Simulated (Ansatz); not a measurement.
Job for Ansatz (a quantum-chemistry and plane-wave program): R-PBE/def2-TZVPP on CH5BOSe (SMILES COB[SeH]), a point of a torsion scan.

Ansatz 0.2 input:
```yaml
crystal:
  periodic: [false, false, false]
  atoms:
    - {symbol: C, position_ang: [-1.05811589, -0.64039809, -0.15356226]}
    - {symbol: O, position_ang: [-0.27840766, 0.32956728, -0.80800121]}
    - {symbol: B, position_ang: [0.60191742, 1.13385184, -0.23279866]}
    - {symbol: Se, position_ang: [1.49226766, 2.34250209, -1.43665142]}
    - {symbol: H, position_ang: [-0.83251317, -1.61666389, -0.58778361]}
    - {symbol: H, position_ang: [-2.11192341, -0.40869683, -0.32186102]}
    - {symbol: H, position_ang: [-0.85415190, -0.66061716, 0.91956363]}
    - {symbol: H, position_ang: [0.86024861, 1.15363732, 0.91337106]}
    - {symbol: H, position_ang: [0.82724117, 1.90298371, -2.63025568]}
basis:
  gaussian:
    orbitals: def2-TZVPP
hamiltonian:
  xc: {name: PBE}
scf: {lower_state_search: off}
```

The head of its log:

```
WARN ansatz: RAYON_NUM_THREADS=1 ignored (pool sized by the plan → 1); use --threads N
Functional definition: PBE
these checks for a lower state are left out or cut short: stability, starts, cluster_reference, orbital_swaps, neighbouring_geometries, increment
integrals: 0.12 GiB planned
1182 factors; their error is unknown
mean field: 0.88 GiB planned
mean field evaluation 1: about -69170.8460 eV, gradient 6.4e1 eV
mean field evaluation 2: about -69119.4910 eV, gradient 1.6e2 eV
```

**Question.** Predict the final total energy.

**Answer.** -2542.3064 hartree.
